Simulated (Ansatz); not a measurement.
Cartesian coordinates in Å:
```
O 1.600 0.615 -0.466
Si 0.421 -0.335 0.101
F 1.172 -1.550 0.764
C -1.246 0.056 0.425
N -1.094 -0.583 -0.704
H 1.337 1.390 -0.967
H -2.191 0.408 0.846
```

Total charge 0; spin multiplicity 1.

Question: List the PBE/def2-TZVPP orbital energies in eV (Ansatz). (An estimate is asked.)

Answer: The calculation gave: Occupied: -1781.32, -660.41, -511.26, -380.83, -270.57, -138.92, -95.68, -95.65, -95.64, -30.19, -26.05, -23.46, -14.71, -14.24, -12.68, -11.61, -10.98, -10.59, -10.13, -9.30, -8.95, -8.81, -5.49. Lowest empty: -2.33, -1.06, 0.38, 0.76, 1.70, 2.15, 2.81, 3.20.
